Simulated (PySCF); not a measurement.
PySCF input file for TiOCl2, SMILES [O]=[Ti]([Cl])[Cl], multiplicity 1, TDA-PBE/def2-SVPD. The structure is a stationary point at TPSSh-D3(BJ)/def2-SVP. The spin state was assumed, not searched.

```python
import numpy as np
from pyscf import gto, scf, dft, tdscf

mol = gto.M(
    atom='''
    Ti   -0.10608346    0.30930139   -0.00000000
    O     0.11003839    1.88140790   -0.00000001
    Cl    0.04275085   -0.64282041   -2.00363905
    Cl    0.04275085   -0.64282041    2.00363905
    ''',
    basis='def2-SVPD',
    charge=0,
    spin=0,
    symmetry=True,
    max_memory=1600,
    verbose=4,
)
mf = dft.RKS(mol, xc='pbe').density_fit(auxbasis='def2-universal-jkfit')
mf.grids.level = 3
mf.conv_tol = 1e-9
mf.max_cycle = 100
mf.kernel()
mf.grids = dft.Grids(mol).set(level=1).build(with_non0tab=True)  # coarser grid for the response kernel
td = tdscf.TDA(mf)
td.singlet = True
td.nstates = 10
td.conv_tol = 1e-4
td.positive_eig_threshold = 1e-6
td.kernel(x0=td.get_init_guess(mf, 15))
td.analyze()
tt = tdscf.TDA(mf)
tt.singlet = False
tt.nstates = 4
tt.conv_tol = 1e-4
tt.positive_eig_threshold = 1e-6
tt.kernel(x0=tt.get_init_guess(mf, 9))
tt.analyze(verbose=3)
```

Output:

```
PySCF version 2.14.0

[INPUT] verbose = 4
[INPUT] num. atoms = 4
[INPUT] num. electrons = 64
[INPUT] charge = 0
[INPUT] spin (= nelec alpha-beta = 2S) = 0
[INPUT] symmetry True subgroup None
[INPUT] Mole.unit = angstrom
[INPUT] Symbol           X                Y                Z      unit          X                Y                Z       unit  Magmom
[INPUT]  1 Ti    -0.106083460000   0.309301390000   0.000000000000 AA   -0.200468685746   0.584494917047   0.000000000000 Bohr   0.0
[INPUT]  2 O      0.110038390000   1.881407900000  -0.000000010000 AA    0.207942420288   3.555345659593  -0.000000018897 Bohr   0.0
[INPUT]  3 Cl     0.042750850000  -0.642820410000  -2.003639050000 AA    0.080787398092  -1.214754522181  -3.786329056984 Bohr   0.0
[INPUT]  4 Cl     0.042750850000  -0.642820410000   2.003639050000 AA    0.080787398092  -1.214754522181   3.786329056984 Bohr   0.0

nuclear repulsion = 319.537539463071
point group symmetry = Cs
symmetry origin: [-2.95269708e-09 -4.72431527e-09 -2.36215758e-09]
symmetry axis x: [1.00000000e+00 6.67168030e-10 6.46862432e-11]
symmetry axis y: [ 6.67168030e-10 -1.00000000e+00 -1.63558562e-09]
symmetry axis z: [ 6.46862421e-11  1.63558556e-09 -1.00000000e+00]
num. orbitals of irrep A' = 66
num. orbitals of irrep A" = 45
number of shells = 43
number of NR pGTOs = 199
number of NR cGTOs = 111
basis = def2-SVPD
ecp = {}


[settings echo left out]
init E= -1844.20099974031
HOMO (A") = -0.362319859352457  LUMO (A') = -0.194989515037089  gap/eV = 4.55329
cycle= 1 E= -1843.84287040705  delta_E= 0.358  |g|= 1.26  |ddm|= 2.91
HOMO (A") = -0.283530039420575  LUMO (A") = -0.27301337203049  gap/eV = 0.28617
cycle= 2 E= -1828.63261488635  delta_E= 15.2  |g|= 7.45  |ddm|= 4.53
HOMO (A") = -0.192602631243352  LUMO (A') = -0.141724191149741  gap/eV = 1.38447
cycle= 3 E= -1843.00238081914  delta_E= -14.4  |g|= 2.51  |ddm|= 3.82
HOMO (A") = -0.264913635121196  LUMO (A') = -0.220563968495914  gap/eV = 1.20682
cycle= 4 E= -1843.88309114059  delta_E= -0.881  |g|= 1.14  |ddm|= 1.52
HOMO (A") = -0.273623314496697  LUMO (A') = -0.181330516236031  gap/eV = 2.51141
cycle= 5 E= -1844.09216067913  delta_E= -0.209  |g|= 0.721  |ddm|= 0.887
HOMO (A") = -0.286068548771054  LUMO (A') = -0.184293606763759  gap/eV = 2.76944
cycle= 6 E= -1844.17782457213  delta_E= -0.0857  |g|= 0.197  |ddm|= 0.272
HOMO (A") = -0.294058355613266  LUMO (A') = -0.187075454836048  gap/eV = 2.91115
cycle= 7 E= -1844.18464476651  delta_E= -0.00682  |g|= 0.0433  |ddm|= 0.0963
HOMO (A") = -0.29430751778505  LUMO (A') = -0.185770153415794  gap/eV = 2.95345
cycle= 8 E= -1844.18499635112  delta_E= -0.000352  |g|= 0.00361  |ddm|= 0.0248
HOMO (A") = -0.294354337124789  LUMO (A') = -0.186007170807554  gap/eV = 2.94828
cycle= 9 E= -1844.18499935424  delta_E= -3e-06  |g|= 0.00116  |ddm|= 0.00311
HOMO (A") = -0.294382873196355  LUMO (A') = -0.186067958955316  gap/eV = 2.94740
cycle= 10 E= -1844.18499964912  delta_E= -2.95e-07  |g|= 0.000437  |ddm|= 0.00112
HOMO (A") = -0.294374391802893  LUMO (A') = -0.186058655841814  gap/eV = 2.94742
cycle= 11 E= -1844.18499968452  delta_E= -3.54e-08  |g|= 0.000103  |ddm|= 0.000209
HOMO (A") = -0.294372748628794  LUMO (A') = -0.186057132224996  gap/eV = 2.94742
cycle= 12 E= -1844.18499968682  delta_E= -2.29e-09  |g|= 6.85e-06  |ddm|= 6.36e-05
HOMO (A") = -0.294372604380526  LUMO (A') = -0.186056491591007  gap/eV = 2.94743
cycle= 13 E= -1844.18499968684  delta_E= -2.36e-11  |g|= 1.1e-06  |ddm|= 7.83e-06
HOMO (A") = -0.294372756759759  LUMO (A') = -0.186056694549539  gap/eV = 2.94743
Extra cycle  E= -1844.18499968685  delta_E= -5.46e-12  |g|= 1.46e-06  |ddm|= 2.28e-06
converged SCF energy = -1844.18499968685
tot grids = 25264
Overwritten attributes  positive_eig_threshold  of <class 'pyscf.tdscf.rks.TDA'>


******** <class 'pyscf.tdscf.rks.TDA'> for <class 'pyscf.df.df_jk.DFSymAdaptedRKS'> ********
nstates = 10 singlet
deg_eia_thresh = 1.000e-03
wfnsym = None
conv_tol = 0.0001
eigh lindep = 1e-12
eigh level_shift = 0
eigh max_cycle = 100


Excitation energies (eV)
[2.97781035 3.28821849 3.29677049 3.587453   3.63051616 3.71284567
 3.88085354 4.09892937 4.37147467 4.46527952]

** Singlet excitation energies and oscillator strengths **
Excited State   1:   A"      2.97781 eV    416.36 nm  f=0.0019
      32 -> 33        0.70443
Excited State   2:   A'      3.28822 eV    377.06 nm  f=0.0001
      31 -> 33        0.22435
      32 -> 34        0.66914
Excited State   3:   A'      3.29677 eV    376.08 nm  f=0.0017
      31 -> 33        0.66471
      32 -> 34       -0.22580
Excited State   4:   A"      3.58745 eV    345.61 nm  f=0.0004
      31 -> 34        0.70078
Excited State   5:   A'      3.63052 eV    341.51 nm  f=0.0148
      30 -> 33        0.70082
Excited State   6:   A"      3.71285 eV    333.93 nm  f=0.0035
      29 -> 33       -0.67625
      30 -> 34       -0.18857
Excited State   7:   A"      3.88085 eV    319.48 nm  f=0.0002
      28 -> 33       -0.68699
      30 -> 34       -0.16086
Excited State   8:   A'      4.09893 eV    302.48 nm  f=0.0058
      28 -> 34       -0.35238
      29 -> 34       -0.60142
Excited State   9:   A"      4.37147 eV    283.62 nm  f=0.0856
      28 -> 33       -0.13587
      29 -> 33       -0.16983
      29 -> 35       -0.14561
      30 -> 34        0.60178
      32 -> 35        0.12056
Excited State  10:   A'      4.46528 eV    277.66 nm  f=0.0025
      25 -> 33        0.14036
      26 -> 33        0.10189
      27 -> 33        0.62991
      28 -> 34        0.24251

** Transition electric dipole moments (AU) **
state          X           Y           Z        Dip. S.      Osc.
  1        -0.0000     -0.0000     -0.1614      0.0260      0.0019
  2         0.0276      0.0087      0.0000      0.0008      0.0001
  3         0.0823      0.1208     -0.0000      0.0214      0.0017
  4        -0.0000     -0.0000     -0.0694      0.0048      0.0004
  5         0.4077     -0.0251     -0.0000      0.1668      0.0148
  6        -0.0000     -0.0000     -0.1950      0.0380      0.0035
  7        -0.0000     -0.0000     -0.0398      0.0016      0.0002
  8        -0.2194      0.0995     -0.0000      0.0580      0.0058
  9        -0.0000     -0.0000     -0.8940      0.7992      0.0856
 10         0.1509      0.0113     -0.0000      0.0229      0.0025

** Transition velocity dipole moments (imaginary part, AU) **
state          X           Y           Z        Dip. S.      Osc.
  1        -0.0000     -0.0000      0.0040      0.0000      0.0001
  2        -0.0013     -0.0076      0.0000      0.0001      0.0003
  3        -0.0049     -0.0253      0.0000      0.0007      0.0036
  4        -0.0000     -0.0000      0.0003      0.0000      0.0000
  5        -0.0130      0.0042     -0.0000      0.0002      0.0009
  6        -0.0000      0.0000      0.0074      0.0001      0.0003
  7        -0.0000      0.0000      0.0124      0.0002      0.0007
  8         0.0075     -0.0027      0.0000      0.0001      0.0003
  9        -0.0000     -0.0000     -0.0118      0.0001      0.0006
 10        -0.0009     -0.0057      0.0000      0.0000      0.0001

** Transition magnetic dipole moments (imaginary part, AU) **
state          X           Y           Z
  1        -0.3805      0.0164     -0.0000
  2        -0.0000      0.0000      0.4122
  3         0.0000     -0.0000     -0.3369
  4        -0.1331      0.0099     -0.0000
  5        -0.0000      0.0000     -0.2819
  6        -0.0209     -0.8264      0.0000
  7         0.2086      0.8198     -0.0000
  8         0.0000     -0.0000      0.4749
  9         0.1533      0.2162      0.0000
 10         0.0000      0.0000      0.8375


******** <class 'pyscf.tdscf.rks.TDA'> for <class 'pyscf.df.df_jk.DFSymAdaptedRKS'> ********
nstates = 4 triplet
deg_eia_thresh = 1.000e-03
wfnsym = None
conv_tol = 0.0001
eigh lindep = 1e-12
eigh level_shift = 0
eigh max_cycle = 100


Excitation energies (eV)
[2.91864068 3.16086545 3.18001187 3.43679519]

** Triplet excitation energies and oscillator strengths **
Excited State   1:   A"      2.91864 eV    424.80 nm  f=0.0000
Excited State   2:   A'      3.16087 eV    392.25 nm  f=0.0000
Excited State   3:   A'      3.18001 eV    389.89 nm  f=0.0000
Excited State   4:   A"      3.43680 eV    360.76 nm  f=0.0000
```

Self-consistency was reached.
